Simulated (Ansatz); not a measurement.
Series CrX2: binding per atom (eV) at several levels, gas phase, relaxed structures; Ansatz. Binding counts from free atoms in the multiplicity of their measured ground term, without zero-point energy. Singlets are spin-restricted. Names give formal oxidation states. The structures are stationary points that may keep the symmetry of their start. Remarks come from the PBE and PBE0 runs and from stability tests at other levels; not every state was tested. HOMO above LUMO (over both spins in singlets and doublets, within one spin in higher multiplets; at PBE or PBE0), or a gap under 0.15 eV within one spin, warns that the state may not be the lowest or that an electron is smeared out.

```
          species    state            geometry  r2SCAN-D4/def2-TZVP  B97M-V/def2-TZVP  PBE0-D4/def2-SVP  HSE06-D4/def2-TZVP  BHLYP-D4/def2-TZVP                                                             remarks
            CrBr2  quintet    PBE-D4/def2-TZVP                 2.23              2.10              2.17                2.17                2.20  gap within one spin near zero, spin-contaminated (⟨S²⟩ up to 6.12)
            CrCl2  quintet    PBE-D4/def2-TZVP                 2.53              2.49              2.45                2.48                2.49                                       gap within one spin near zero
             CrF2  quintet  B3LYP-D4/def2-TZVP                 3.30              3.19              3.15                3.18                3.08                                                                   –
Cr(NH2)2 (CrN2H4)  quintet   PBE0-D4/def2-TZVP                 3.12              3.09              3.08                3.11                3.02                                                                   –
   CrMe2 (C2H6Cr)  quintet    PBE-D4/def2-TZVP                 3.42              3.38              3.42                3.40                3.33                                                                   –
```

Q: Estimate the column for LC-ωPBE/def2-TZVP.

A: CrBr2 2.13; CrCl2 2.48; CrF2 3.35; Cr(NH2)2 (CrN2H4) 3.12; CrMe2 (C2H6Cr) 3.38.
